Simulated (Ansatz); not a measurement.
One change: `O=COCI` becomes `C#COC=O`.

Ansatz, PBE0-D4/def2-TZVP geometries, multiplicity 1. Each molecule was computed in one conformer, which needn't be the lowest.

Elements past krypton have def2 core potentials.

| property | `O=COCI` |
| --- | --- |
| HOMO–LUMO gap (PBE0/def2-TZVPP) / eV | 6.16 |
| size of the dipole moment (B3LYP/def2-TZVPP) / D | 2.08 |
| HOMO energy (PBE/def2-TZVPP) / eV | -6.34 |
| size of the dipole moment (PBE/def2-TZVPP) / D | 2.01 |
| HOMO energy (ωB97M-V/def2-TZVPP) / eV | -9.68 |
| HOMO–LUMO gap (PBE/def2-TZVPP) / eV | 4.02 |

Q: Give the same properties after the change, and the shifts. (Best estimate.)

A: Computed: 
```json
{"property": "HOMO–LUMO gap (PBE0/def2-TZVPP) / eV", "`C#COC=O`": "6.93", "shift": "0.77"}
{"property": "size of the dipole moment (B3LYP/def2-TZVPP) / D", "`C#COC=O`": "1.43", "shift": "-0.65"}
{"property": "HOMO energy (PBE/def2-TZVPP) / eV", "`C#COC=O`": "-6.71", "shift": "-0.37"}
{"property": "size of the dipole moment (PBE/def2-TZVPP) / D", "`C#COC=O`": "1.36", "shift": "-0.65"}
{"property": "HOMO energy (ωB97M-V/def2-TZVPP) / eV", "`C#COC=O`": "-10.16", "shift": "-0.48"}
{"property": "HOMO–LUMO gap (PBE/def2-TZVPP) / eV", "`C#COC=O`": "4.58", "shift": "0.56"}
```

With PBE0 the HOMO falls by 0.43 eV and the LUMO rises by 0.35 eV, so the gap widens by about 0.78 eV. PBE moves the HOMO by -0.37 eV and ωB97M-V by -0.48 eV. Dipoles are sizes alone; their direction can turn.

B3LYP here is the variant with VWN-RPA as its local correlation; programs differ in this.

Spin–orbit coupling is left out; it splits and shifts lone-pair levels of the heavy atoms by tenths of an eV.
